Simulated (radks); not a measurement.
Isoelectronic series with 9 electrons, all held in the configuration [He] 2s2 2p5, which need not be the ground one along the series. Method: non-relativistic Kohn-Sham, PBE, spin-polarised, spherical densities, point nucleus; open shells are filled with parallel spins first; computed with a radial shooting solver on a logarithmic mesh with Libxc functionals. Total energies (hartree) and mean radii <r> (bohr):

ion    E (hartree)  2p down   2p up  2s down
F        -99.66566    1.127   1.089    1.011
Ne+     -128.05851   0.8932  0.8759   0.8696
Mg3+    -196.15359   0.6458  0.6388   0.6753
Al4+    -235.84212   0.5692  0.5642   0.6070
Si5+    -279.28715   0.5094  0.5056   0.5512
P6+     -326.48698   0.4612  0.4582   0.5048
S7+     -377.44048   0.4215  0.4191   0.4655
Cl8+    -432.14686   0.3882  0.3862   0.4320
Ar9+    -490.60554   0.3599  0.3582   0.4029
K10+    -552.81609   0.3354  0.3340   0.3775
Ca11+   -618.77818   0.3141  0.3129   0.3551
Sc12+   -688.49155   0.2954  0.2943   0.3353
Ti13+   -761.95600   0.2788  0.2778   0.3175
V14+    -839.17137   0.2640  0.2631   0.3015
Cr15+   -920.13754   0.2506  0.2499   0.2871
Mn16+  -1004.85439   0.2386  0.2379   0.2740
